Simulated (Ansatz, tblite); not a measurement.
Cost and result up the ladder for Cd₁₃Te₁₂Cl₂ (27 atoms). The state is a singlet with charge 0. Geometry: PBE-D4/def2-SVP.

```xyz
27

Te    0.5076    1.0917   -6.0838
Te    1.9118    4.5048   -2.5379
Te    1.2446   -3.9388   -4.6158
Te    3.2822   -4.4273    0.0614
Te    2.3837   -0.0720   -1.5004
Te   -1.7856    1.7589   -1.7580
Te   -1.0824   -2.8310   -0.4105
Te   -0.9538    0.6059    2.5814
Te   -1.3295    5.1582    1.4132
Te   -5.5889    2.3136    1.3363
Te    0.0528   -3.7696    4.0214
Te   -4.8082   -2.7004    2.8370
Cd    0.8270   -1.3322   -5.0122
Cd    2.6573    2.5574   -0.7234
Cd    0.4986    2.2620   -3.6655
Cd   -0.3932    4.1704   -1.0145
Cd    3.3146   -1.7012    0.5166
Cd    1.3945   -3.6104   -1.9537
Cd    0.8632   -3.9952    1.3688
Cd    0.2704    3.0429    2.1918
Cd    0.9299   -1.2151    3.4342
Cd   -0.2600   -0.0956   -0.1963
Cd   -4.8680   -0.1799    1.9601
Cd   -3.0685    2.9800    0.6873
Cd   -2.1625   -2.8835    2.4059
Cl    2.7873    3.0497    1.7760
Cl    3.3752   -0.7434    2.8803
```

Ansatz on 11 threads of AMD EPYC 7R13 on a shared host and a whole NVIDIA H100 80GB HBM3; xTB runs through tblite on one thread. Times are rough, summed over both states, and most runs start from the orbitals of an earlier one. PBE0-D4/def2-TZVP serves as the yardstick here, not as an exact answer. The other state is a doublet.

In the def2 sets Cd, Te take a core potential; there is no spin–orbit coupling. The xTB rows come from tblite. Single mean-field runs in def2-TZVP are fitted with def2-universal-jkfit. HOMO above LUMO, or a gap near zero within one spin, warns that the state may not be the lowest or that an electron is smeared out.

Raw xTB energies of ions are shifted by several eV.

```tsv
level	functions	vertical IE (eV)	difference from PBE0-D4/def2-TZVP (eV)	remarks
GFN2-xTB	178	10.98	4.20	–
BHLYP-D4/def2-TZVP (with forces)	1194	7.07	0.29	–
GFN1-xTB	178	10.20	3.42	–
PBE-D4/def2-TZVP (with forces)	1194	6.30	-0.48	gap within one spin near zero (+1 doublet)
PBE0-D4/def2-TZVP	1194	6.78	0.00	–
```

**Question.** Estimate how long each takes.

**Answer.** GFN1-xTB 0.45 s; GFN2-xTB 1.2 s; PBE-D4/def2-TZVP (with forces) 25 s; PBE0-D4/def2-TZVP 52 s; BHLYP-D4/def2-TZVP (with forces) 82 s. On shared hardware such times vary by a factor of up to 3.
